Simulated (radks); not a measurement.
Results of a calculation; reference values are marked as such.
Problem. The bismuth ion Bi30+, 53 electrons, occupied as [Ar] 3d10 4s2 4p5.5 4d10 4f7 5f0.5 (fractional occupations, a model configuration). Level of theory: Dirac Kohn-Sham, SOGGA, spin-unpolarised, spherical densities, finite nucleus; open shells fill j = l - 1/2 first; Fermi nuclear charge, rms radius 5.5211 fm (a radial shooting solver on a logarithmic mesh with Libxc functionals). Some entries of the table are withheld. Estimate them.

orbital,occ.,eigenvalue (eV),r(max) (bohr),<r^2> (bohr^2)
1s1/2,2,-91457.55,0.009664,0.0003466
2s1/2,2,-17263.27,0.05644,0.005191
2p1/2,2,-16636.99,(1),(2)
2p3/2,4,-14317.88,(3),(4)
3s1/2,2,-4936.082,0.1587,0.03345
3p1/2,2,-4652.067,0.1477,0.03033
3p3/2,4,-4129.857,0.1634,0.03652
3d3/2,4,-3662.442,0.1267,0.02778
3d5/2,6,-3551.572,0.1310,0.02944
4s1/2,2,-1849.244,0.3505,0.1499
4p1/2,2,-1724.532,0.3467,0.1498
4p3/2,3.5,-1582.405,0.3758,0.1744
4d3/2,4,-1379.081,0.3629,0.1720
4d5/2,6,-1350.883,0.3712,0.1794
4f5/2,6,-1092.298,0.3144,0.1626
4f7/2,1,-1084.833,0.3177,0.1656
5s1/2,0,-930.7164,0.6799,0.5172
5p1/2,0,-876.3466,0.6915,0.5383
5p3/2,0,-827.2701,0.7368,0.6037
5d3/2,0,-739.5770,0.7595,(5)
5d5/2,0,-729.7118,0.7721,(6)
5f5/2,0.5,-624.6747,0.7948,0.7241
5f7/2,0,-622.0320,0.7997,0.7317
6f5/2,0,-413.2446,1.382,1.898
6f7/2,0,-411.8327,1.388,1.913

Solution. 
(1) 2p1/2 r(max) (bohr): 0.04119
(2) 2p1/2 <r^2> (bohr^2): 0.003643
(3) 2p3/2 r(max) (bohr): 0.04902
(4) 2p3/2 <r^2> (bohr^2): 0.004822
(5) 5d3/2 <r^2> (bohr^2): 0.6488
(6) 5d5/2 <r^2> (bohr^2): 0.6679
